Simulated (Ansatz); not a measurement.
C3H11FSi2 (SMILES C[Si](C)(C)[SiH2]F), singlet, at a GFN2-xTB geometry, atoms displaced at random by about 0.08 Å a coordinate; R2SCAN/STO-3G, gradient in Ansatz (a program for electronic structure).

Here is a job for Ansatz.
Ansatz 0.2 input:
```yaml
crystal:
  periodic: [false, false, false]
  atoms:
    - {symbol: Si, position_ang: [1.57614912, -0.26325743, -0.15988094]}
    - {symbol: F, position_ang: [1.99172171, -0.73672524, 1.37024500]}
    - {symbol: Si, position_ang: [-0.69698321, 0.26940970, -0.24706278]}
    - {symbol: C, position_ang: [-1.17546584, 0.62394606, -2.00771482]}
    - {symbol: C, position_ang: [-1.71148311, -1.25733524, 0.48662104]}
    - {symbol: C, position_ang: [-1.09333149, 1.66097270, 0.91208483]}
    - {symbol: H, position_ang: [2.08111072, -1.53778690, -0.91274818]}
    - {symbol: H, position_ang: [2.60555263, 0.62546853, -0.43540714]}
    - {symbol: H, position_ang: [-0.64677152, 1.23413692, -2.41852712]}
    - {symbol: H, position_ang: [-2.34454169, 0.77755909, -2.01153636]}
    - {symbol: H, position_ang: [-1.15648435, -0.29827683, -2.47647766]}
    - {symbol: H, position_ang: [-2.70037679, -1.07973283, 0.63263699]}
    - {symbol: H, position_ang: [-1.42043969, -1.44776160, 1.52328891]}
    - {symbol: H, position_ang: [-1.53363878, -2.23379421, -0.13828109]}
    - {symbol: H, position_ang: [-0.38761152, 2.60626724, 0.58418608]}
    - {symbol: H, position_ang: [-2.09595626, 1.90224179, 0.82945439]}
    - {symbol: H, position_ang: [-0.73168858, 1.51201194, 2.07119898]}
basis:
  gaussian:
    orbitals: STO-3G
hamiltonian:
  xc: r2scan
output: {forces: true}
```

What the program printed (banner, timings and long lists left out):

```
Functional definition: r2SCAN
628 factors; integrals over basis functions are off by at most 4.4e-5 eV
mean field evaluation 1: about -21495.2411 eV, gradient 2.6e1 eV
mean field evaluation 2: about -21492.0041 eV, gradient 4.2e1 eV
mean field evaluation 4: about -21497.6171 eV, gradient 1.9e0 eV
mean field evaluation 8: about -21497.4940 eV, gradient 4.5e-2 eV
mean field -21497.49400148 eV, -790.0183330295 hartree, gradient 3.2e-5 eV, S^2 0.000000; 0 other end points of the search recorded, 0 dependent functions left out
the calculation of the forces begins
reference -21497.49400953 eV, -790.0183333256 hartree; 33, 33 occupied and 16, 16 virtual orbitals, 628 factors
Total energy: -21497.49400953 eV, -790.0183333256 hartree
Atom 0 at     1.576149    -0.263257    -0.159881 Å, force    -0.131119    -3.661771     0.164095 eV/Å
Atom 1 at     1.991722    -0.736725     1.370245 Å, force    -0.340454     0.098747     0.669312 eV/Å
Atom 2 at    -0.696983     0.269410    -0.247063 Å, force     0.358162    -2.224160     1.255253 eV/Å
Atom 3 at    -1.175466     0.623946    -2.007715 Å, force   -11.188901    -7.629894     7.602937 eV/Å
Atom 4 at    -1.711483    -1.257335     0.486621 Å, force     5.001235    -1.567377    -1.936749 eV/Å
Atom 5 at    -1.093331     1.660973     0.912085 Å, force     6.848471     2.361390     2.413498 eV/Å
Atom 6 at     2.081111    -1.537787    -0.912748 Å, force    -1.241162     1.677385     0.337302 eV/Å
Atom 7 at     2.605553     0.625469    -0.435407 Å, force     0.883067     1.904600    -0.856450 eV/Å
Atom 8 at    -0.646772     1.234137    -2.418527 Å, force     6.939500     9.150329    -6.162783 eV/Å
Atom 9 at    -2.344542     0.777559    -2.011536 Å, force     2.931727     0.844689    -0.229487 eV/Å
Atom 10 at    -1.156484    -0.298277    -2.476478 Å, force     0.816926    -2.418885    -1.669608 eV/Å
Atom 11 at    -2.700377    -1.079733     0.632637 Å, force    -4.262453     0.882542    -0.564767 eV/Å
Atom 12 at    -1.420440    -1.447762     1.523289 Å, force     0.983318    -0.209661    -0.009173 eV/Å
Atom 13 at    -1.533639    -2.233794    -0.138281 Å, force    -0.625318     2.156470     1.476986 eV/Å
Atom 14 at    -0.387612     2.606267     0.584186 Å, force    -2.575594    -2.464610     0.823052 eV/Å
Atom 15 at    -2.095956     1.902242     0.829454 Å, force    -2.833163     1.097806     0.228161 eV/Å
Atom 16 at    -0.731689     1.512012     2.071199 Å, force    -1.564241     0.002400    -3.541578 eV/Å
Dipole moment:    -0.276855     0.178655    -0.189850 e Å
```
